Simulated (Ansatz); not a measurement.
Start from `[OH][Al]([OH])[SiH3]` and change one element to get `OB(O)[SiH3]`.

Ansatz, PBE0-D4/def2-TZVP geometries, multiplicity 1. Each molecule was computed in one conformer, which needn't be the lowest.

| property | `[OH][Al]([OH])[SiH3]` |
| --- | --- |
| HOMO energy (PBE0/def2-TZVPP) / eV | -8.03 |
| HOMO energy (PBE/def2-TZVPP) / eV | -6.93 |
| LUMO energy (B3LYP/def2-TZVPP) / eV | -0.87 |
| HOMO energy (B3LYP/def2-TZVPP) / eV | -7.83 |
| LUMO energy (ωB97M-V/def2-TZVPP) / eV | 0.99 |
| LUMO energy (PBE/def2-TZVPP) / eV | -1.46 |

(1) Give the same properties after the change, and the shifts. (An estimate is asked.)

Results:

(1) Ansatz gave: 
| property | `OB(O)[SiH3]` | shift |
| --- | --- | --- |
| HOMO energy (PBE0/def2-TZVPP) / eV | -8.38 | -0.35 |
| HOMO energy (PBE/def2-TZVPP) / eV | -7.13 | -0.20 |
| LUMO energy (B3LYP/def2-TZVPP) / eV | -0.26 | 0.61 |
| HOMO energy (B3LYP/def2-TZVPP) / eV | -8.18 | -0.35 |
| LUMO energy (ωB97M-V/def2-TZVPP) / eV | 1.57 | 0.58 |
| LUMO energy (PBE/def2-TZVPP) / eV | -1.00 | 0.46 |

With PBE0 the HOMO falls by 0.35 eV and the LUMO rises by 0.64 eV, so the gap widens by about 0.99 eV. PBE moves the HOMO by -0.20 eV and ωB97M-V by -0.48 eV.

B3LYP here is the variant with VWN-RPA as its local correlation; programs differ in this.
